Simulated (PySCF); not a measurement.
# Bond lengths and vibrations by method: ClGeH3NO cation

Calculated results; nothing here was measured. They come from PySCF 2.14.0, an open-source quantum chemistry program, on an isolated molecule that a program drew, which may never have been made. The molecule is ClGeH3NO cation (charge +1, singlet), drawn as the SMILES string `[NH2][Ge+]([OH])[Cl]`.

The geometry was optimised and harmonic frequencies were computed with HF and MP2, all in the cc-pV(D+d)Z basis, for the commonest isotopes, with a restricted reference for singlets and an unrestricted one otherwise, and a frozen core in MP2. Germanium has the cc-pVDZ-PP basis, with a core potential (ECP10MDF) in place of its 10 inner electrons, and its 3s, 3p and 3d shells are frozen in MP2. Each result is a local minimum of its method.

Geometry at the HF minimum:
```xyz
7
ClGeH3NO cation, angstrom
N     1.5146   -0.8554    1.3296
Ge    0.0880   -0.6221    0.3955
O    -0.5076   -1.7542   -0.7136
Cl   -1.0182    1.0889    0.5647
H     1.8405   -0.1617    1.9814
H     2.0843   -1.6821    1.2750
H    -0.0656   -2.5851   -0.8666
```

Lengths of the bonds as drawn, in Å (atoms numbered as above):
| bond | HF | MP2 |
|---|---|---|
| N1-Ge2 | 1.721 | 1.745 |
| Ge2-O3 | 1.693 | 1.731 |
| Ge2-Cl4 | 2.044 | 2.057 |
| N1-H5 | 1.006 | 1.021 |
| N1-H6 | 1.005 | 1.020 |
| O3-H7 | 0.953 | 0.977 |

Rotational constants, in GHz:
| constant | HF | MP2 |
|---|---|---|
| A | 6.425 | 6.166 |
| B | 3.184 | 3.149 |
| C | 2.129 | 2.084 |

Harmonic frequencies in cm^-1, each column in rising order, so a row needn't be the same motion in every method:
```
rank,HF,MP2
1,188,145
2,210,176
3,240,221
4,328,299
5,398,337
6,443,433
7,527,513
8,831,784
9,884,825
10,911,872
11,958,934
12,1656,1529
13,3737,?
14,3857,3687
15,4071,3762
```

**Estimate the missing MP2 frequency from the HF column.**

A single factor s that minimises the squared misfit of MP2 against s times HF over the other rows is sum(HF x MP2) / sum(HF^2) = 0.9389, with an rms misfit of 31 cm^-1. For rank 13 it gives 0.9389 x 3737 = 3509 cm^-1. The calculation gives 3557 cm^-1, 48 cm^-1 above the estimate. The drawn bonds are on average 1.6 % longer in MP2 than in HF.
